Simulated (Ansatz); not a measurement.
Ansatz (a program for electronic structure) input (B3LYP-D3(BJ)/def2-TZVP):

Ansatz 0.2 input:
```yaml
crystal:
  periodic: [false, false, false]
  atoms:
    - {symbol: C, position_ang: [1.73121370, 0.04501412, -0.49343086]}
    - {symbol: C, position_ang: [0.59365348, -0.31442505, 0.40843170]}
    - {symbol: C, position_ang: [-0.76296421, -0.30701052, -0.39806769]}
    - {symbol: C, position_ang: [-1.82654930, 0.35570218, 0.41401808]}
    - {symbol: O, position_ang: [-0.84403341, -0.76913666, -1.47448998]}
    - {symbol: H, position_ang: [2.64679049, 0.01732858, 0.11443812]}
    - {symbol: H, position_ang: [1.68396878, 1.07278754, -0.86192400]}
    - {symbol: H, position_ang: [1.82814518, -0.63712362, -1.33524534]}
    - {symbol: H, position_ang: [0.63618249, -1.36186025, 0.73292616]}
    - {symbol: H, position_ang: [0.52434856, 0.34180902, 1.27495912]}
    - {symbol: H, position_ang: [-1.61900726, 1.42553570, 0.47893143]}
    - {symbol: H, position_ang: [-1.86307807, -0.04395382, 1.42651369]}
    - {symbol: H, position_ang: [-2.78226823, 0.20119444, -0.09188378]}
basis:
  gaussian:
    orbitals: def2-TZVP
hamiltonian:
  xc: b3lyp
  dispersion: d3bj
total_charge: 1
magnetization: {spin_polarized: true, initial_magnetization: 1}
relax: {f_tol: 0.002, max_steps: 150}
```

Output:

```
Functional definition: B3LYP
integrals: 0.11 GiB planned
1223 factors; their error is unknown
mean field: 1.33 GiB planned
mean field evaluation 1: about -6304.2886 eV, gradient 5.9e1 eV
mean field evaluation 2: about -6300.8259 eV, gradient 6.3e1 eV
mean field evaluation 4: about -6318.6975 eV, gradient 9.0e0 eV
mean field evaluation 8: about -6318.9890 eV, gradient 2.2e-1 eV
mean field evaluation 16: about -6318.9689 eV, gradient 5.5e-3 eV
mean field -6318.96892415 eV, -232.2178248115 hartree, gradient 8.9e-6 eV, S^2 0.755616; 0 other end points of the search recorded, 0 dependent functions left out
the calculation of the forces begins
reference -6318.96917746 eV, -232.2178341206 hartree; 20, 19 occupied and 183, 184 virtual orbitals, 1223 factors
relax step   1: F+E_penalty+E_count = -6319.37511698 eV  Δ(F+E_penalty+E_count) = +0.000e0 eV  max|allowed force component| = 1.549e0 eV/Å  Δτ_max = 0.0000 Å  (38 SCF iters, accepted)
these checks for a lower state are left out or cut short: starts, cluster_reference, orbital_swaps, neighbouring_geometries, increment
integrals: 0.11 GiB planned
1223 factors; their error is unknown
mean field: 1.33 GiB planned
mean field evaluation 32: about -6319.0770 eV, gradient 1.1e-5 eV
mean field -6319.07700546 eV, -232.2217967266 hartree, gradient 1.1e-5 eV, S^2 0.755737; 0 other end points of the search recorded, 0 dependent functions left out
the calculation of the forces begins
reference -6319.07726074 eV, -232.2218061078 hartree; 20, 19 occupied and 183, 184 virtual orbitals, 1223 factors
relax step   2: F+E_penalty+E_count = -6319.47854345 eV  Δ(F+E_penalty+E_count) = -1.034e-1 eV  max|allowed force component| = 6.502e-1 eV/Å  Δτ_max = 0.0720 Å  (42 SCF iters, accepted)
these checks for a lower state are left out or cut short: starts, cluster_reference, orbital_swaps, neighbouring_geometries, increment
integrals: 0.11 GiB planned
1223 factors; their error is unknown
mean field: 1.32 GiB planned
mean field -6319.09842313 eV, -232.2225838113 hartree, gradient 1.2e-5 eV, S^2 0.755839; 0 other end points of the search recorded, 0 dependent functions left out
the calculation of the forces begins
reference -6319.09867974 eV, -232.2225932415 hartree; 20, 19 occupied and 183, 184 virtual orbitals, 1223 factors
relax step   3: F+E_penalty+E_count = -6319.49731889 eV  Δ(F+E_penalty+E_count) = -1.878e-2 eV  max|allowed force component| = 1.810e-1 eV/Å  Δτ_max = 0.0558 Å  (38 SCF iters, accepted)
these checks for a lower state are left out or cut short: starts, cluster_reference, orbital_swaps, neighbouring_geometries, increment
integrals: 0.11 GiB planned
1223 factors; their error is unknown
mean field: 1.32 GiB planned
mean field -6319.09951210 eV, -232.2226238300 hartree, gradient 2.0e-5 eV, S^2 0.755839; 0 other end points of the search recorded, 0 dependent functions left out
the calculation of the forces begins
reference -6319.09976888 eV, -232.2226332667 hartree; 20, 19 occupied and 183, 184 virtual orbitals, 1223 factors
relax step   4: F+E_penalty+E_count = -6319.49808365 eV  Δ(F+E_penalty+E_count) = -7.648e-4 eV  max|allowed force component| = 1.910e-1 eV/Å  Δτ_max = 0.0298 Å  (38 SCF iters, accepted)
these checks for a lower state are left out or cut short: starts, cluster_reference, orbital_swaps, neighbouring_geometries, increment
integrals: 0.11 GiB planned
1223 factors; their error is unknown
mean field: 1.32 GiB planned
mean field -6319.10088986 eV, -232.2226744620 hartree, gradient 1.7e-5 eV, S^2 0.755833; 0 other end points of the search recorded, 0 dependent functions left out
the calculation of the forces begins
reference -6319.10114659 eV, -232.2226838967 hartree; 20, 19 occupied and 183, 184 virtual orbitals, 1223 factors
relax step   5: F+E_penalty+E_count = -6319.49960544 eV  Δ(F+E_penalty+E_count) = -1.522e-3 eV  max|allowed force component| = 1.069e-1 eV/Å  Δτ_max = 0.0082 Å  (37 SCF iters, accepted)
these checks for a lower state are left out or cut short: starts, cluster_reference, orbital_swaps, neighbouring_geometries, increment
integrals: 0.11 GiB planned
1223 factors; their error is unknown
mean field: 1.32 GiB planned
[...]
these checks for a lower state are left out or cut short: starts, cluster_reference, orbital_swaps, neighbouring_geometries, increment
integrals: 0.11 GiB planned
1223 factors; their error is unknown
mean field: 1.32 GiB planned
mean field evaluation 96: about -6319.1057 eV, gradient 2.0e0 eV
mean field -6319.11025673 eV, -232.2230186879 hartree, gradient 2.3e-5 eV, S^2 0.755850; 0 other end points of the search recorded, 0 dependent functions left out
the calculation of the forces begins
reference -6319.11051206 eV, -232.2230280712 hartree; 20, 19 occupied and 183, 184 virtual orbitals, 1223 factors
relax step  12: F+E_penalty+E_count = -6319.50859864 eV  Δ(F+E_penalty+E_count) = -1.205e-3 eV  max|allowed force component| = 1.759e-1 eV/Å  Δτ_max = 0.0553 Å  (37 SCF iters, accepted)
these checks for a lower state are left out or cut short: starts, cluster_reference, orbital_swaps, neighbouring_geometries, increment
integrals: 0.11 GiB planned
1223 factors; their error is unknown
mean field: 1.32 GiB planned
mean field -6319.11057154 eV, -232.2230302572 hartree, gradient 2.2e-5 eV, S^2 0.755839; 0 other end points of the search recorded, 0 dependent functions left out
the calculation of the forces begins
reference -6319.11082716 eV, -232.2230396508 hartree; 20, 19 occupied and 183, 184 virtual orbitals, 1223 factors
relax step  13: F+E_penalty+E_count = -6319.50938497 eV  Δ(F+E_penalty+E_count) = -7.863e-4 eV  max|allowed force component| = 1.939e-1 eV/Å  Δτ_max = 0.0511 Å  (36 SCF iters, accepted)
these checks for a lower state are left out or cut short: starts, cluster_reference, orbital_swaps, neighbouring_geometries, increment
integrals: 0.11 GiB planned
1223 factors; their error is unknown
mean field: 1.32 GiB planned
mean field -6319.11008648 eV, -232.2230124317 hartree, gradient 2.0e-5 eV, S^2 0.755823; 0 other end points of the search recorded, 0 dependent functions left out
the calculation of the forces begins
reference -6319.11034228 eV, -232.2230218321 hartree; 20, 19 occupied and 183, 184 virtual orbitals, 1223 factors
relax step  14: F+E_penalty+E_count = -6319.50901672 eV  Δ(F+E_penalty+E_count) = +3.682e-4 eV  max|allowed force component| = 7.408e-2 eV/Å  Δτ_max = 0.0237 Å  (36 SCF iters, rejected (line search))
these checks for a lower state are left out or cut short: starts, cluster_reference, orbital_swaps, neighbouring_geometries, increment
integrals: 0.11 GiB planned
1223 factors; their error is unknown
mean field: 1.32 GiB planned
mean field -6319.11201868 eV, -232.2230834384 hartree, gradient 2.2e-5 eV, S^2 0.755828; 0 other end points of the search recorded, 0 dependent functions left out
the calculation of the forces begins
reference -6319.11227438 eV, -232.2230928355 hartree; 20, 19 occupied and 183, 184 virtual orbitals, 1223 factors
relax step  15: F+E_penalty+E_count = -6319.51049741 eV  Δ(F+E_penalty+E_count) = -1.112e-3 eV  max|allowed force component| = 6.166e-2 eV/Å  Δτ_max = 0.0105 Å  (37 SCF iters, accepted)
these checks for a lower state are left out or cut short: starts, cluster_reference, orbital_swaps, neighbouring_geometries, increment
integrals: 0.11 GiB planned
1223 factors; their error is unknown
mean field: 1.32 GiB planned
mean field evaluation 128: about -6319.1123 eV, gradient 5.1e-3 eV
mean field -6319.11228611 eV, -232.2230932665 hartree, gradient 1.8e-5 eV, S^2 0.755823; 0 other end points of the search recorded, 0 dependent functions left out
the calculation of the forces begins
reference -6319.11254191 eV, -232.2231026668 hartree; 20, 19 occupied and 183, 184 virtual orbitals, 1223 factors
relax step  16: F+E_penalty+E_count = -6319.51074141 eV  Δ(F+E_penalty+E_count) = -2.440e-4 eV  max|allowed force component| = 1.281e-2 eV/Å  Δτ_max = 0.0179 Å  (37 SCF iters, accepted)
these checks for a lower state are left out or cut short: starts, cluster_reference, orbital_swaps, neighbouring_geometries, increment
integrals: 0.11 GiB planned
1223 factors; their error is unknown
mean field: 1.32 GiB planned
mean field -6319.11239702 eV, -232.2230973424 hartree, gradient 1.8e-5 eV, S^2 0.755823; 0 other end points of the search recorded, 0 dependent functions left out
the calculation of the forces begins
reference -6319.11265288 eV, -232.2231067449 hartree; 20, 19 occupied and 183, 184 virtual orbitals, 1223 factors
relax step  17: F+E_penalty+E_count = -6319.51084309 eV  Δ(F+E_penalty+E_count) = -1.017e-4 eV  max|allowed force component| = 1.104e-2 eV/Å  Δτ_max = 0.0155 Å  (38 SCF iters, accepted)
these checks for a lower state are left out or cut short: starts, cluster_reference, orbital_swaps, neighbouring_geometries, increment
integrals: 0.11 GiB planned
1223 factors; their error is unknown
mean field: 1.32 GiB planned
mean field -6319.11250803 eV, -232.2231014218 hartree, gradient 2.6e-5 eV, S^2 0.755826; 0 other end points of the search recorded, 0 dependent functions left out
the calculation of the forces begins
reference -6319.11276393 eV, -232.2231108260 hartree; 20, 19 occupied and 183, 184 virtual orbitals, 1223 factors
relax step  18: F+E_penalty+E_count = -6319.51090390 eV  Δ(F+E_penalty+E_count) = -6.082e-5 eV  max|allowed force component| = 1.349e-2 eV/Å  Δτ_max = 0.0215 Å  (37 SCF iters, accepted)
these checks for a lower state are left out or cut short: starts, cluster_reference, orbital_swaps, neighbouring_geometries, increment
integrals: 0.11 GiB planned
1223 factors; their error is unknown
mean field: 1.32 GiB planned
mean field -6319.11249430 eV, -232.2231009173 hartree, gradient 1.5e-5 eV, S^2 0.755824; 0 other end points of the search recorded, 0 dependent functions left out
the calculation of the forces begins
reference -6319.11275019 eV, -232.2231103211 hartree; 20, 19 occupied and 183, 184 virtual orbitals, 1223 factors
relax step  19: F+E_penalty+E_count = -6319.51091140 eV  Δ(F+E_penalty+E_count) = -7.495e-6 eV  max|allowed force component| = 9.887e-3 eV/Å  Δτ_max = 0.0040 Å  (38 SCF iters, accepted)
these checks for a lower state are left out or cut short: starts, cluster_reference, orbital_swaps, neighbouring_geometries, increment
integrals: 0.11 GiB planned
1223 factors; their error is unknown
mean field: 1.32 GiB planned
mean field -6319.11250191 eV, -232.2231011970 hartree, gradient 1.5e-5 eV, S^2 0.755824; 0 other end points of the search recorded, 0 dependent functions left out
the calculation of the forces begins
reference -6319.11275779 eV, -232.2231106005 hartree; 20, 19 occupied and 183, 184 virtual orbitals, 1223 factors
relax step  20: F+E_penalty+E_count = -6319.51091283 eV  Δ(F+E_penalty+E_count) = -1.430e-6 eV  max|allowed force component| = 2.863e-3 eV/Å  Δτ_max = 0.0014 Å  (39 SCF iters, accepted)
these checks for a lower state are left out or cut short: starts, cluster_reference, orbital_swaps, neighbouring_geometries, increment
integrals: 0.11 GiB planned
1223 factors; their error is unknown
mean field: 1.32 GiB planned
mean field evaluation 160: about -6319.1325 eV, gradient 3.4e-4 eV
mean field -6319.11250920 eV, -232.2231014647 hartree, gradient 1.5e-5 eV, S^2 0.755824; 0 other end points of the search recorded, 0 dependent functions left out
the calculation of the forces begins
reference -6319.11276509 eV, -232.2231108684 hartree; 20, 19 occupied and 183, 184 virtual orbitals, 1223 factors
relax step  21: F+E_penalty+E_count = -6319.51091116 eV  Δ(F+E_penalty+E_count) = +1.670e-6 eV  max|allowed force component| = 7.547e-3 eV/Å  Δτ_max = 0.0009 Å  (39 SCF iters, rejected (line search))
these checks for a lower state are left out or cut short: starts, cluster_reference, orbital_swaps, neighbouring_geometries, increment
integrals: 0.11 GiB planned
1223 factors; their error is unknown
mean field: 1.32 GiB planned
mean field -6319.11250831 eV, -232.2231014322 hartree, gradient 1.5e-5 eV, S^2 0.755824; 0 other end points of the search recorded, 0 dependent functions left out
the calculation of the forces begins
reference -6319.11276420 eV, -232.2231108359 hartree; 20, 19 occupied and 183, 184 virtual orbitals, 1223 factors
relax step  22: F+E_penalty+E_count = -6319.51091341 eV  Δ(F+E_penalty+E_count) = -5.823e-7 eV  max|allowed force component| = 1.172e-3 eV/Å  Δτ_max = 0.0004 Å  (39 SCF iters, accepted)
integrals: 0.11 GiB planned
1223 factors; their error is unknown
mean field: 1.32 GiB planned
mean field evaluation 192: about -6319.1125 eV, gradient 5.4e-3 eV
mean field -6319.11250831 eV, -232.2231014322 hartree, gradient 1.6e-5 eV, S^2 0.755824; 1 other end points of the search recorded, 0 dependent functions left out
the calculation of the forces begins
reference -6319.11276420 eV, -232.2231108359 hartree; 20, 19 occupied and 183, 184 virtual orbitals, 1223 factors
Total energy: -6319.51116930 eV, -232.2377519532 hartree
Atom 0 at     1.858954    -0.073927    -0.525890 Å, force    -0.000009    -0.000017     0.000409 eV/Å
Atom 1 at     0.640160    -0.167886     0.356106 Å, force    -0.000332     0.000398    -0.000275 eV/Å
Atom 2 at    -0.749390    -0.071231    -0.375875 Å, force     0.000415    -0.000148     0.000199 eV/Å
Atom 3 at    -1.972068     0.245463     0.474575 Å, force    -0.000598     0.000154     0.000593 eV/Å
Atom 4 at    -0.816502    -0.247515    -1.549364 Å, force     0.001172    -0.000259    -0.000913 eV/Å
Atom 5 at     2.733258    -0.148365     0.126806 Å, force    -0.000006    -0.000010    -0.000285 eV/Å
Atom 6 at     1.917911     0.883585    -1.042209 Å, force    -0.000079    -0.000035    -0.000170 eV/Å
Atom 7 at     1.907383    -0.881836    -1.253329 Å, force    -0.000207    -0.000013    -0.000210 eV/Å
Atom 8 at     0.533071    -1.143229     0.850339 Å, force    -0.000007     0.000224     0.000098 eV/Å
Atom 9 at     0.578006     0.611237     1.119936 Å, force    -0.000128    -0.000411     0.000075 eV/Å
Atom 10 at    -1.938411     1.326219     0.645038 Å, force    -0.000008     0.000002     0.000108 eV/Å
Atom 11 at    -1.867270    -0.276068     1.425183 Å, force    -0.000142    -0.000008     0.000286 eV/Å
Atom 12 at    -2.878701    -0.030585    -0.056140 Å, force    -0.000071     0.000122     0.000084 eV/Å
Dipole moment:    -0.244582     0.071536     0.471804 e Å
```
